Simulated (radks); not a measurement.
Values are calculated unless marked as measured or tabulated.
Spin polarisation of the 4d8 shell in the rhodium ion Rh+. Start: [Kr] 4d(up 4, down 4); electrons of 4d are moved from spin down to spin up, other shells keep equal spins. Code: a radial shooting solver on a logarithmic mesh with Libxc functionals. Model: non-relativistic Kohn-Sham, PBE, spin-polarised, spherical densities, point nucleus.

[
 {"moment (Bohr magnetons)": "0", "E - E(0) (eV)": "0.000", "e(4d up) (eV)": "-13.780", "e(4d down) (eV)": "-13.780", "4p down minus up (eV)": "0.000", "4s down minus up (eV)": "0.000", "3d down minus up (eV)": "0.000"},
 {"moment (Bohr magnetons)": "0.5", "E - E(0) (eV)": "-0.041", "e(4d up) (eV)": "-13.940", "e(4d down) (eV)": "-13.611", "4p down minus up (eV)": "0.345", "4s down minus up (eV)": "0.335", "3d down minus up (eV)": "0.068"},
 {"moment (Bohr magnetons)": "1", "E - E(0) (eV)": "-0.164", "e(4d up) (eV)": "-14.092", "e(4d down) (eV)": "-13.434", "4p down minus up (eV)": "0.689", "4s down minus up (eV)": "0.669", "3d down minus up (eV)": "0.136"},
 {"moment (Bohr magnetons)": "1.5", "E - E(0) (eV)": "-0.370", "e(4d up) (eV)": "-14.235", "e(4d down) (eV)": "-13.247", "4p down minus up (eV)": "1.034", "4s down minus up (eV)": "1.004", "3d down minus up (eV)": "0.205"},
 {"moment (Bohr magnetons)": "2", "E - E(0) (eV)": "-0.658", "e(4d up) (eV)": "-14.370", "e(4d down) (eV)": "-13.052", "4p down minus up (eV)": "1.380", "4s down minus up (eV)": "1.340", "3d down minus up (eV)": "0.273"}
]

At moment 2 the spin-polarisation energy is -0.658 eV and the 4d exchange splitting 1.319 eV, that is 0.659 eV per Bohr magneton; E = -I m^2/4 would give I = 0.658 eV.
